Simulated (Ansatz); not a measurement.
Reaction (redistribution): `[Cl][GeH]([Cl])[Cl]` + `[OH][GaH][GeH3]` → `[Cl][GeH]([Cl])[GeH3]` + `[OH][GaH][Cl]`

Calculated with Ansatz (gas phase, PBE0-D4/def2-TZVP geometries, no zero-point term in ΔE). CBS: MP2 limit from def2 TZ/QZ plus the TZ coupled-cluster correction, frozen cores. DFT in def2-TZVPP. HSE06 is defined as in plane-wave codes. For Ga, Ge outer-core shells are correlated without core-valence functions, which leaves a few kJ/mol of doubt a bond. Scalar relativity is left out up to krypton. Each species was taken in one conformer, which may not be the lowest.

```tsv
level	ΔE (eV)
LDA (SPW92)	-0.52
B97M-V	-0.53
HSE06	-0.55
CCSD(T)/def2-TZVPP	-0.57
```

Question: What does CCSD(T)/CBS give? (Estimate.)

Answer: Ansatz gave: -0.58 eV. The listed levels differ from it by 0.06, 0.05, 0.03, 0.01 eV.

Question: What do rigid-rotor, harmonic-oscillator terms from PBE0-D4/def2-TZVP frequencies (298.15 K, 1 bar) make of the CCSD(T)/CBS value? (An estimate is asked.)

Answer: Ansatz gave: ΔZPE = +0.01 eV, ΔH = -0.57 eV, ΔS = 6 J/(mol·K), ΔG = -0.59 eV. Modes under 50 cm⁻¹ make the entropy rough.

Largest T1 diagnostic among the species: 0.014.

From BLYP to BHLYP (50 % exact exchange), in def2-TZVPP and without D4, ΔE moves by −0.07 eV. Leaving LDA and LC-ωPBE aside and taking each functional with its dispersion term where it has one, the values, not all of them listed here, spread over 0.10 eV, from BHLYP-D4 to revPBE-D4. In def2-TZVPP, CCSD(T) changes the Hartree–Fock value by +0.09 eV (the triples alone add +0.01 eV) and MP2 by +0.07 eV.
